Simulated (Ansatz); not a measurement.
A run on `C[O][In][CH3]` radical with other settings.

```yaml
crystal:
  periodic: [false, false, false]
  atoms:
    - {symbol: C, position_ang: [-1.275919, 1.838421, 0.942152]}
    - {symbol: O, position_ang: [-0.490020, 0.645886, 0.622168]}
    - {symbol: In, position_ang: [0.320704, 0.015595, -1.224303]}
    - {symbol: C, position_ang: [1.373694, -2.024563, -0.917282]}
    - {symbol: H, position_ang: [-0.828535, 2.808807, 0.505214]}
    - {symbol: H, position_ang: [-1.317282, 1.969402, 2.086316]}
    - {symbol: H, position_ang: [-2.364919, 1.760912, 0.567357]}
    - {symbol: H, position_ang: [1.461938, -2.163356, 0.215567]}
    - {symbol: H, position_ang: [2.401240, -2.009642, -1.417652]}
    - {symbol: H, position_ang: [0.719100, -2.841473, -1.379548]}
basis:
  gaussian: {orbitals: def2-SVP}
magnetization: {spin_polarized: true, initial_magnetization: 1}
hamiltonian: {xc: {name: wB97X}}
scf: {lower_state_search: light}
output: {forces: true}
```

```sh
$ ansatz run in.yaml --threads 4 --pin off --events-out ev --progress --plain --max-ram 10444MiB
```

Output, abridged:

```
Functional definition: wB97X
1075 factors; integrals over basis functions are off by at most 1.3e-3 eV
286 factors; integrals over basis functions are off by at most 9.4e-6 eV
mean field evaluation 1: about -9381.5888 eV, gradient 3.7e1 eV
mean field evaluation 2: about -9371.3402 eV, gradient 6.4e1 eV
mean field evaluation 4: about -9387.9012 eV, gradient 2.8e0 eV
mean field evaluation 8: about -9388.0512 eV, gradient 1.8e-1 eV
mean field evaluation 16: about -9388.0523 eV, gradient 2.4e-3 eV
mean field -9388.05232852 eV, -345.0045596225 hartree, gradient 4.4e-5 eV, S^2 0.765043; 0 other end points of the search recorded, 0 dependent functions left out
reference -9388.05229294 eV, -345.0045583153 hartree; 24, 23 occupied and 74, 75 virtual orbitals, 1075 factors
Total energy: -9388.05229294 eV, -345.0045583153 hartree
Atom 0 at    -1.275919     1.838421     0.942152 Å, force     0.424203    -0.645324    -0.169855 eV/Å
Atom 1 at    -0.490020     0.645886     0.622168 Å, force    -0.829849     1.579701    -0.428139 eV/Å
Atom 2 at     0.320704     0.015595    -1.224303 Å, force    -0.216273    -0.126825     1.116869 eV/Å
Atom 3 at     1.373694    -2.024563    -0.917282 Å, force     0.277348    -0.616702     0.146687 eV/Å
Atom 4 at    -0.828535     2.808807     0.505214 Å, force    -0.514431    -1.203389     0.517011 eV/Å
Atom 5 at    -1.317282     1.969402     2.086316 Å, force     0.090460    -0.220776    -1.421007 eV/Å
Atom 6 at    -2.364919     1.760912     0.567357 Å, force     1.339010     0.058585     0.441265 eV/Å
Atom 7 at     1.461938    -2.163356     0.215567 Å, force    -0.107082     0.172259    -1.373201 eV/Å
Atom 8 at     2.401240    -2.009642    -1.417652 Å, force    -1.242178     0.000990     0.609664 eV/Å
Atom 9 at     0.719100    -2.841473    -1.379548 Å, force     0.778792     1.001482     0.560706 eV/Å
Dipole moment:     0.099006    -0.023732    -0.371829 e Å
```

Hardware: 4 threads of an Intel Xeon Platinum 8488C on a shared host. Wall time 3.9 s, peak host memory 0.46 GiB.
